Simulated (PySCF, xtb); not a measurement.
C₃H₇Si, SMILES C1C[SiH]C1 (connectivity only; charge and spin as stated), charge +1, multiplicity 1.

GFN2-xTB (xtb) at its own geometry gives an orbital gap of 3.13 eV.

Geometry optimised at PBE-D3(BJ)/def2-SVP. The spin state was assumed, not searched. The isomer is the one that the SMILES or the coordinates give; other isomers of the formula were not compared.

Problem. What does HF/def2-TZVP in PySCF give? (An estimate is asked for; the answer gives what the named calculation found.)

Solution. gap 12.03 eV (levels -17.01 and -4.98 eV).
